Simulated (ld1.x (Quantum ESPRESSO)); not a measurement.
Values are calculated unless marked as measured or tabulated.
# Potentials for B compared

Generated with ld1.x 7.5 (TM, RRKJ, ultrasoft, PAW), atompaw 4.2 or ONCVPSP 4.0.1. The cutoff is in Ry: for ld1.x and atompaw files where the sum of valence levels is converged to 10 mRy in a Bessel basis, for ONCV files where the hardest occupied wave has 1 mHa per electron of residual kinetic energy. The error is the largest all-electron minus pseudo excitation energy over each file’s own four to seven test configurations (ionisations up to +4, promotions, holes and added fractions of an electron), all of which were solved. The labels leave out finer settings (local radius, basis sizes, second energies), which also bear on the numbers. Spin-polarised tests are not counted. The rows are a selection from randomly drawn settings: files with unsolved tests, undetermined cutoffs or missed reference levels are left out.

```csv
potential,cutoff (Ry),largest error (meV),bound ghosts
"RRKJ, PBE, fully relativistic, rc 1.60/2.40 (sp), local smoothed, core correction no, reference 2s2 2p0.5",30,+114,none
"TM, BLYP, non-relativistic, rc 1.10/2.00/2.05 (spd), local s, core correction yes, reference 2s1 2p0",21,+123,none
"RRKJ, PBEsol, non-relativistic, rc 1.25/2.70/2.30 (spd), local s, core correction no, reference 2s2 2p1",21,+223,none
"ultrasoft, PBE, scalar-relativistic, rc 1.55/4.20/4.00 (spd), local smoothed, core correction yes, reference 2s2 2p1",6,+9.5,none
```

(1) Fill in the row for B: TM semilocal, BLYP, non-relativistic, rc 1.00/3.70/2.85 (spd), local d, core correction no, reference 2s2 2p1.

(2) Fill in the row for B: TM, PBE, scalar-relativistic, rc 1.00/1.65/1.65 (spd), local s, core correction yes, reference 2s2 2p0.

(3) Fill in the row for B: TM, PBE, scalar-relativistic, rc 1.05/2.15 (sp), local smoothed, core correction yes, reference 2s2 2p1.

Results:

(1) cutoff 55 Ry, largest error +590 meV, bound ghosts: none.

(2) cutoff 60 Ry, largest error +51 meV, bound ghosts: none.

(3) cutoff 45 Ry, largest error +93 meV, bound ghosts: none.
